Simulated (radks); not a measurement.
The numbers below are computed, except where a source is named.
Kinetic energies: the exact non-interacting value of the Kohn-Sham orbitals and orbital-free approximations, in hartree. Species: Rb [Kr] 5s1; Sn3+ [Kr] 4d10 5s1; As [Ar] 3d10 4s2 4p3. Level of theory: non-relativistic Kohn-Sham, LDA (Slater exchange, Perdew-Wang correlation), spin-polarised, spherical densities, point nucleus (a radial shooting solver on a logarithmic mesh with Libxc functionals). Every spin shell is full or empty, so the densities are truly spherical. Functionals are evaluated on that one density, not self-consistently.

| functional | Rb | Sn3+ | As |
|---|---|---|---|
| exact | 2933.95 | 6014.69 | 2230.50 |
| Thomas-Fermi | 2763.3 | 5696.4 | 2094.6 |
| TF + vW | 4108.8 | 8194.5 | 3158.2 |
| TF + vW/9 | 2912.8 | 5974.0 | 2212.8 |
| TF + vW/5 | 3032.4 | 6196.0 | 2307.3 |
| LC94 | 2935.1 | 6018.8 | 2229.8 |
| APBEK | 2937.3 | 6021.9 | 2231.6 |
| revAPBEK | 2943.5 | 6032.6 | 2236.7 |
| Perdew 92 | 2913.1 | 5974.5 | 2213.0 |
| Thakkar | 2919.5 | 5980.2 | 2219.0 |
| Pearson | 2903.2 | 5959.4 | 2204.4 |
| LKT | 3564.8 | 7168.0 | 2731.5 |
| PG1 | 3431.9 | 6920.8 | 2626.6 |
| DePristo-Kress | 2931.6 | 6009.0 | 2227.5 |
| Ernzerhof | 2922.5 | 5990.8 | 2220.8 |
